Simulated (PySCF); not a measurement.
**Tm⁴¹⁺: ionisation energy**

Tm⁴¹⁺ [Ar] 3d10 → Tm⁴²⁺ [Ar] 3d9 [3d3/2^4 3d5/2^5, M_J = 5/2], as a difference of total energies. Calculation: PySCF 2.14, in an even-tempered Gaussian basis (16 s from 8.9 bohr⁻², ratio 2.8; 13 p from 12 bohr⁻², ratio 2.8; 8 d from 12 bohr⁻², ratio 2.8; 3 f from 46 bohr⁻², ratio 3); the two-component X2C-1e Hamiltonian. Correlated levels: [Ne] frozen; the 80 highest virtual spinors dropped. "Screened" scales the spin-orbit matrix elements by Boettger's factors to mimic the two-electron term; Breit and QED terms are absent.

| method | ionisation energy (eV) |
| --- | --- |
| GHF (spin-free) | 3319.0 |
| GMP2 (spin-free) | 3320.4 |
| GHF (screened spin-orbit) | 3299.4 |
| GMP2 (screened spin-orbit) | 3300.8 |

Breit and QED terms and the two-electron picture change are absent.

The spin-free rows lack the spin-orbit shift.

For comparison: 3298 ± 4 eV (theoretical estimate listed by NIST; NIST Atomic Spectra Database, ionization energies).
